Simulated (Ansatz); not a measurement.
Geometry optimisation, UKS PBE/def2-SVP (Ansatz 0.2.0).

Input file:

```yaml
crystal:
  periodic: [false, false, false]
  atoms:
    - { symbol: Ta, position_ang: [-0.554249, 0.063882, 0.248794] }
    - { symbol: F, position_ang: [2.513243, -0.405055, 0.667226] }
    - { symbol: O, position_ang: [0.175916, 0.049246, 2.013463] }
    - { symbol: H, position_ang: [1.065642, -0.231179, 2.306924] }
    - { symbol: Cl, position_ang: [0.246113, 0.182692, -1.969981] }
    - { symbol: O, position_ang: [-1.296251, 1.824295, 0.320274] }
    - { symbol: H, position_ang: [-2.173302, 2.205576, 0.153344] }
    - { symbol: O, position_ang: [-1.110254, -1.764337, 0.135832] }
    - { symbol: H, position_ang: [-1.962715, -2.228414, 0.099799] }
    - { symbol: O, position_ang: [3.804275, -0.734632, 0.420258] }
    - { symbol: H, position_ang: [3.811782, -0.696374, -0.566932] }
magnetization:
  spin_polarized: true
  initial_magnetization: 1
basis:
  gaussian: { orbitals: def2-SVP }
hamiltonian:
  xc: pbe
relax:
  f_tol: 0.03
  max_steps: 50
```

Run as:

```bash
$ ansatz run input.yaml --threads 4 --pin off --max-ram 5120MiB --backend cpu --events-out ev --progress --plain --runs-dir out
```

Where does it end, and by what steps?

The run converged. After 31 steps the energy has fallen by 5.046 eV; O10 moved furthest, 2.26 Å. Parted: F2–O10 (1.36 → 2.58 Å). Joined: Ta1–F2 (3.13 → 1.94 Å), Ta1–O10 (4.43 → 2.12 Å).

```tsv
step	energy less start (eV)	largest force component (eV/Å)	accepted
0	0.0000	3.346	yes
2	-0.2870	1.182	yes
4	-1.3599	3.503	yes
6	-2.8180	4.432	yes
8	-3.2977	0.594	yes
10	-3.4684	0.452	yes
12	-3.5475	0.919	yes
14	-3.6121	0.261	yes
16	-3.6370	0.307	yes
18	-3.6892	0.604	yes
20	-3.8970	1.160	yes
22	-4.4911	1.076	yes
24	-4.9630	0.779	yes
26	-5.0244	0.277	yes
28	-5.0388	0.117	yes
30	-5.0455	0.126	yes
31	-5.0462	0.028	yes
```

```xyz
11
Properties=species:S:1:pos:R:3
Ta 0.266 -0.040 0.539
F 1.803 1.131 0.661
O 0.395 -0.324 2.429
H 0.935 0.232 3.020
Cl 0.670 0.189 -2.061
O -1.081 1.292 0.366
H -1.436 1.812 -0.373
O -0.763 -1.613 0.224
H -0.609 -2.514 -0.102
O 1.758 -1.215 -0.406
H 2.582 -0.683 -0.470
```

Whether the end is a true minimum wasn't checked by a vibrational analysis.

Time of the run: 3.4 min on 4 threads of Arm Neoverse V2, on a shared host, peak memory 0.4 GiB.
